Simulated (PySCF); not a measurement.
# Two-component Hartree-Fock for Au⁺ (gold, charge +1)

Start: [Xe] 4f14 5d10. Calculated with PySCF 2.14 in x2c-TZVPall-2c: generalised Hartree-Fock with the X2C-1e Hamiltonian and a Gaussian nucleus; spin-orbit coupling (SO) screened by Boettger's factors. This is a chosen level, not necessarily the ground level.

```tsv
spinor shell	electrons	ε, screened SO (eV)	weight of nominal j (screened SO)	rms radius, screened SO (bohr)
1s1/2	2	-81154.0	1.000	0.0190
2s1/2	2	-14473.6	1.000	0.0768
2p1/2	2	-13856.1	1.000	0.0651
2p3/2	4	-12015.0	1.000	0.0731
3s1/2	2	-3490.1	1.000	0.196
3p1/2	2	-3213.4	1.000	0.188
3p3/2	4	-2801.1	1.000	0.204
3d3/2	4	-2347.0	1.000	0.179
3d5/2	6	-2258.8	1.000	0.183
4s1/2	2	-800.37	1.000	0.433
4p1/2	2	-681.26	1.000	0.438
4p3/2	4	-581.06	1.000	0.471
4d3/2	4	-385.87	1.000	0.485
4d5/2	6	-366.64	1.000	0.497
5s1/2	2	-135.75	1.000	1.00
4f5/2	6	-113.58	1.000	0.544
4f7/2	8	-109.79	1.000	0.546
5p1/2	2	-95.304	1.000	1.09
5p3/2	4	-78.152	1.000	1.19
5d3/2	4	-22.033	1.000	1.64
5d5/2	6	-20.177	1.000	1.73
```

| quantity | screened SO |
| --- | --- |
| E (hartree) | -19026.55911 |
| M_J | 0 |
| ⟨J²⟩ | 0.000 |
| ⟨L²⟩ | 0.179 |
| ⟨S²⟩ | 0.179 |

Breit and QED terms are absent; they matter most for the inner s and p1/2 levels.

Densities and radii are taken from the X2C orbitals without a picture-change correction, which distorts them close to the nucleus.
